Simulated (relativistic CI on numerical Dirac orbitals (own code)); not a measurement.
## One change at a time: Sr XXXIV

Base calculation: Dirac-Coulomb-Breit CI, separate exchange-only KLI orbitals for each configuration, model QED, unscaled Slater integrals.

CI space (outside the closed core 1s2): 2s²2p, 2s2p², 2p³, 2p²3s, 2p²3p, 2p²3d, 2s²3s, 2s²3p, 2s²3d, 2s2p3s, 2s2p3p, 2s2p3d, 2s²4s, 2s²4p, 2s²4d, 2s²4f. Levels of other configurations are missing.

The lowest level and the first level of each name with at least 55 % of one term (blank where a level has no safe partner in the second run):

| Level | Base (eV) | Shift (eV) |
| --- | --- | --- |
| 2s²2p ²P°1/2 | 0.00 | 0.00 |
| 2s²2p ²P°3/2 | 77.25 | +0.03 |
| 2s2p² ⁴P1/2 | 94.35 | +0.05 |
| 2s2p² ⁴P3/2 | 146.27 | +0.05 |
| 2s2p² ⁴P5/2 | 166.03 | +0.05 |
| 2s2p² ²D3/2 | 202.40 | +0.05 |
| 2s2p² ²P1/2 | 210.48 | +0.05 |
| 2s2p² ²D5/2 | 244.05 | +0.05 |
| 2s2p² ²S1/2 | 292.54 | +0.04 |
| 2s2p² ²P3/2 | 294.04 | +0.05 |
| 2p³ ²D°5/2 | 386.73 | +0.15 |
| 2p³ ²P°1/2 | 413.44 | +0.14 |
| 2p³ ²P°3/2 | 474.72 | +0.12 |
| 2s²3s ²S1/2 | 2367.73 | +0.39 |
| 2s²3p ²P°1/2 | 2403.72 | +0.34 |
| 2s²3p ²P°3/2 | 2425.29 | +0.34 |
| 2s2p3s ⁴P°1/2 | 2438.13 | +0.39 |
| 2s2p3s ⁴P°3/2 | 2450.26 | +0.40 |
| 2s²3d ²D3/2 | 2457.14 | +0.37 |
| 2s2p3s ²P°1/2 | 2461.88 | +0.53 |
| 2s²3d ²D5/2 | 2463.88 | +0.38 |
| 2s2p3p ⁴D1/2 | 2468.92 | +0.29 |

At this charge energies of transitions that change n are usually good to better than 1 %, and those within a shell (Δn = 0) to a few per cent.

(1) One thing was changed in a second run, which moved the levels as shown. Which?
A. configuration mixing switched off
B. Breit term removed
C. one mean potential for all configurations
D. QED terms removed
E. non-relativistic limit

Results:

(1) C. One mean potential for all configurations. One potential for all configurations removes the relaxation of the orbitals, which moves whole configurations and changes the integrals a little.

LS names give the leading component of a level, which can be under half, so a name can repeat, a term be missing and a line seem to break the LS rules.
